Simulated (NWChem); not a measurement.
System: H2PO4, doublet; SMILES OP(=O)(O)[O]

Input file for NWChem:

```
start job
memory heap 200 mb stack 900 mb global 1100 mb
geometry units angstroms noautoz
  O      0.114900     1.171698    -1.091439
  P     -0.074352     0.123532     0.002288
  O      0.059329     0.917972     1.297493
  O      0.954347    -1.120461    -0.078271
  O     -1.450706    -0.673762    -0.162786
  H      1.870726    -0.853669     0.109154
  H     -1.340653    -1.635206    -0.074266
end
basis spherical
  O library def2-svp
  P library def2-svp
  H library def2-svp
end
dft
  odft
  mult 2
  xc xpbe96 cpbe96
  grid xcoarse
  iterations 150
  mulliken
end
task dft gradient
```

NWChem printed, in part:

```
             Northwest Computational Chemistry Package (NWChem) 7.3.0
             --------------------------------------------------------

 C1  symmetry detected

                             Geometry "geometry" -> ""
                             -------------------------

 Output coordinates in angstroms (scale by  1.889725989 to convert to a.u.)

  No.       Tag          Charge          X              Y              Z
 ---- ---------------- ---------- -------------- -------------- --------------
    1 O                    8.0000    -0.31027122     1.02859468    -1.16244657
    2 P                   15.0000    -0.02583662     0.08515442     0.00362567
    3 O                    8.0000     0.23631113     1.02307466     1.17757018
    4 O                    8.0000     1.18849350    -0.94980158    -0.25424719
    5 O                    8.0000    -1.21100812    -0.96462438     0.22859332
    6 H                    1.0000     2.04921308    -0.50069391    -0.31358251
    7 H                    1.0000    -0.88986601    -1.87456948     0.34343964

 Effective nuclear repulsion energy (a.u.)     266.6101307735

  pbe96 is a nonlocal functional; adding pw91lda local functional.

                                 NWChem DFT Module
                                 -----------------

 Summary of "ao basis" -> "ao basis" (spherical)
 ------------------------------------------------------------------------------
       Tag                 Description            Shells   Functions and Types
 ---------------- ------------------------------  ------  ---------------------
 O                          def2-svp                 6       14   3s2p1d
 P                          def2-svp                 8       18   4s3p1d
 H                          def2-svp                 3        5   2s1p

            General Information
            -------------------
          SCF calculation type: DFT
          Wavefunction type:  spin polarized.
          No. of atoms     :     7
          No. of electrons :    49
           Alpha electrons :    25
            Beta electrons :    24
          Charge           :     0
          Spin multiplicity:     2
          Use of symmetry is: off; symmetry adaption is: off
          Maximum number of iterations: 150
          AO basis - number of functions:    84
                     number of shells:    38
          Convergence on energy requested:  1.00D-06
          Convergence on density requested:  1.00D-05
          Convergence on gradient requested:  5.00D-04

              XC Information
              --------------
          PerdewBurkeErnzerhof Exchange Functional  1.000
            Perdew 1991 LDA Correlation Functional  1.000 local
           PerdewBurkeErnz. Correlation Functional  1.000 non-local

             Grid Information
             ----------------
          Grid used for XC integration:  xcoarse
          Radial quadrature: Mura-Knowles
          Angular quadrature: Lebedev.
          Tag              B.-S. Rad. Rad. Pts. Rad. Cut. Ang. Pts.
          ---              ---------- --------- --------- ---------
          O                   0.60       21           9.0       194
          P                   1.00       42           7.0       194
          H                   0.35       21           9.0       194
          Grid pruning is: on
          Number of quadrature shells:   168
          Spatial weights used:  Erf1

      Superposition of Atomic Density Guess
      -------------------------------------

 Sum of atomic energies:        -640.30083382

      Non-variational initial energy
      ------------------------------

 Total energy =    -641.867207
 1-e energy   =   -1415.469593
 2-e energy   =     506.992254
 HOMO         =      -0.412142
 LUMO         =       0.077755

     ---------------------------------------------
      Total Density - Mulliken Population Analysis
     ---------------------------------------------

    Atom       Charge   Shell Charges
 -----------   ------   -------------------------------------------------------
    1 O    8     8.67   1.99  1.14  0.73  2.88  1.92  0.01
    2 P   15    13.10   2.00  1.99  0.85  0.04  5.93  1.06  0.71  0.52
    3 O    8     8.67   1.99  1.14  0.73  2.88  1.92  0.01
    4 O    8     8.64   1.99  1.10  0.64  2.99  1.91  0.01
    5 O    8     8.63   1.99  1.09  0.64  3.00  1.90  0.01
    6 H    1     0.65   0.52  0.08  0.06
    7 H    1     0.64   0.51  0.07  0.06

     --------------------------------------------
      Spin Density - Mulliken Population Analysis
     --------------------------------------------

    Atom       Charge   Shell Charges
 -----------   ------   -------------------------------------------------------
    1 O    8     0.46   0.00  0.00 -0.00  0.29  0.17  0.00
    2 P   15     0.01   0.00  0.00  0.00  0.00  0.00  0.00  0.00  0.00
    3 O    8     0.46   0.00  0.00 -0.00  0.28  0.17  0.00
    4 O    8     0.04   0.00  0.00 -0.00  0.02  0.01 -0.00
    5 O    8     0.04   0.00  0.00  0.00  0.02  0.01 -0.00
    6 H    1     0.00   0.00  0.00  0.00
    7 H    1     0.00   0.00  0.00  0.00

[...]

                         DFT ENERGY GRADIENTS

    atom               coordinates                        gradient
                 x          y          z           x          y          z
   1 O      -0.586328   1.943762  -2.196705    0.003269  -0.007309   0.010954
   2 P      -0.048824   0.160919   0.006852   -0.001101  -0.001369   0.001313
   3 O       0.446563   1.933331   2.225285   -0.002344  -0.008260  -0.012493
   4 O       2.245927  -1.794865  -0.480458   -0.008408   0.009752   0.001917
   5 O      -2.288474  -1.822876   0.431979    0.009390   0.007082  -0.001527
   6 H       3.872451  -0.946174  -0.592585   -0.000497  -0.000951  -0.000045
   7 H      -1.681603  -3.542423   0.649007   -0.000309   0.001055  -0.000119
```

Level: PBE/def2-SVP, spin-unrestricted. Coordinates come from a B3LYP/6-31G* (spherical d), spin-unrestricted optimisation. No stability test was run on the SCF state.
